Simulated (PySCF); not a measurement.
# Correlation energy of Cu (copper, neutral)

[Ar] 3d9 4s2, 2D determinant (an excited configuration). Computed with PySCF 2.14 in aug-cc-pwCVTZ-DK with one added diffuse shell each of s, p, d, f, g type (11s10p8d5f4g, 152 functions), with scalar relativity by spin-free X2C-1e. Frozen: [Ar]; 11 electrons correlated.

MP2 pair energies summed by pair of shells (mhartree):

| pair | energy | share (%) |
| --- | --- | --- |
| 3d-3d | -383.43 | 83.2 |
| 3d-4s | -53.14 | 11.5 |
| 4s-4s | -24.11 | 5.2 |

Total MP2 correlation energy: -460.69 mhartree.

Same-spin part -159.00 and opposite-spin part -301.69 mhartree; SCS-MP2 scales them by 1/3 and 6/5 to -415.03 mhartree.
